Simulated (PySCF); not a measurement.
Cl2FH3Si2, SMILES F[SiH2][SiH](Cl)Cl. Geometry: PBE-D3(BJ)/def2-SVP. The structure was generated by enumeration, and PubChem lists no compound with its InChIKey, so it may never have been made. The values are those of a single conformer.

Task: Give the equilibrium geometry at PBE-D3(BJ)/def2-SVP (PySCF confirms it by a frequency run) as Cartesian coordinates in Å. (Estimate from the structure and the level; the computed values follow.)

Result: One answer among several that fit: 
```xyz
8

Si     1.7692     0.2081    -0.2275
F      2.6452    -0.6366     0.8775
Si    -0.4832     0.3026     0.4245
Cl    -1.3919     1.4176    -1.0866
Cl    -1.2668    -1.6223     0.4684
H      1.8427    -0.4921    -1.5535
H      2.3379     1.5950    -0.3302
H     -0.7939     0.9556     1.7373
```
